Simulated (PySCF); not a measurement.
Correlation energy of Fe⁺ (iron, charge +1)

[Ar] 3d6 4s1, high-spin 6D determinant. Calculation: PySCF 2.14, in def2-QZVPPD (11s6p5d4f2g, 100 functions); the non-relativistic Hamiltonian (point nucleus). Frozen: [Ar]; 7 electrons correlated.

MP2 pair energies summed by pair of shells (mhartree):

```csv
pair,energy,share (%)
3d-3d,-131.06,87.5
3d-4s,-18.76,12.5
```

Total MP2 correlation energy: -149.82 mhartree.

Same-spin part -89.18 and opposite-spin part -60.64 mhartree; SCS-MP2 scales them by 1/3 and 6/5 to -102.49 mhartree.
